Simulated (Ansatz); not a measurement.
C$_{2}$H$_{7}$BO$_{2}$, singlet, geometry from GFN2-xTB; PBE/def2-SV(P) (Ansatz, a first-principles code).

The Ansatz input:
Ansatz 0.2 input:
```yaml
crystal:
  periodic: [false, false, false]
  atoms:
    - {symbol: B, position_ang: [-0.62655338, 0.06998167, 0.46108309]}
    - {symbol: H, position_ang: [-1.37016482, -0.05466964, 1.36645732]}
    - {symbol: O, position_ang: [0.58633833, -0.53089785, 0.41292779]}
    - {symbol: C, position_ang: [1.07859814, -1.36710299, 1.42506851]}
    - {symbol: H, position_ang: [0.36883582, -1.46275928, 2.25102656]}
    - {symbol: H, position_ang: [1.27444531, -2.35621066, 1.00264718]}
    - {symbol: H, position_ang: [2.01614692, -0.95025327, 1.80210748]}
    - {symbol: O, position_ang: [-1.04843259, 0.84821841, -0.54567132]}
    - {symbol: C, position_ang: [-0.27762405, 1.10132481, -1.70126913]}
    - {symbol: H, position_ang: [0.55621154, 0.40315169, -1.78254385]}
    - {symbol: H, position_ang: [-0.93057903, 1.00446826, -2.57089704]}
    - {symbol: H, position_ang: [0.10878054, 2.12246921, -1.65506101]}
basis:
  gaussian:
    orbitals: def2-SV_P_.json
hamiltonian:
  xc: pbe
```
The basis file holds def2-SV(P) in the JSON format of the Basis Set Exchange.

The log (banner, timings and long lists left out):

```
Functional definition: PBE
1106 factors; their error is unknown
mean field evaluation 1: about -6937.3570 eV, gradient 6.4e1 eV
mean field evaluation 2: about -6923.8549 eV, gradient 1.0e2 eV
mean field evaluation 4: about -6946.2107 eV, gradient 4.9e0 eV
mean field evaluation 8: about -6946.2625 eV, gradient 2.5e-1 eV
mean field evaluation 16: about -6946.2237 eV, gradient 3.8e-5 eV
mean field -6946.22370277 eV, -255.2690127573 hartree, gradient 3.8e-5 eV, S^2 0.000000; 0 other end points of the search recorded, 0 dependent functions left out
reference -6946.22374118 eV, -255.2690141689 hartree; 20, 20 occupied and 64, 64 virtual orbitals, 1106 factors
Total energy: -6946.22374118 eV, -255.2690141689 hartree
```
